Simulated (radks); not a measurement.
Initial-state core-level shifts of the platinum ion Pt+ when its valence configuration changes from [Xe] 4f14 5d9. All-electron calculation, scalar-relativistic Kohn-Sham, SCAN, spin-polarised, spherical densities, finite nucleus; open shells are filled with parallel spins first (spin-orbit coupling, left out, can overturn this in heavy ions); meta-GGA in the generalised Kohn-Sham scheme; Fermi nuclear charge, rms radius 5.427 fm. Program: a radial shooting solver on a logarithmic mesh with Libxc functionals. Shifts are changes of the shell-averaged eigenvalues in eV (positive: less bound); the change of the density at the nucleus, which sets a Mossbauer isomer shift, is in e/bohr^3, on a base of 2.116e+06.

| valence | 3p | 4d | 5s | 5p | density at nucleus |
|---|---|---|---|---|---|
| 4f14 5d7 6s2 | -6.883 | -6.812 | -6.045 | -5.662 | +360.1 |
| 4f14 5d8 6s1 | -3.325 | -3.301 | -3.047 | -2.833 | +160.3 |
| 4f13 5d9 6s1 | -18.266 | -15.051 | -7.460 | -6.091 | +292.0 |
| 4f13.5 5d9.5 | -7.264 | -5.721 | -2.107 | -1.533 | +62.6 |
| 4f13 5d10 | -14.669 | -11.489 | -4.168 | -3.030 | +126.6 |
| 4f13 5d9 6p1 | -19.970 | -16.766 | -9.255 | -7.902 | +138.4 |
| 4f13 5d9 6s0.5 6p0.5 | -19.122 | -15.911 | -8.352 | -6.988 | +218.6 |
| 4f14 5d8 6p1 | -4.978 | -4.964 | -4.784 | -4.582 | +10.7 |
| 4f14 5d8.5 6s0.5 | -1.661 | -1.649 | -1.521 | -1.413 | +81.0 |
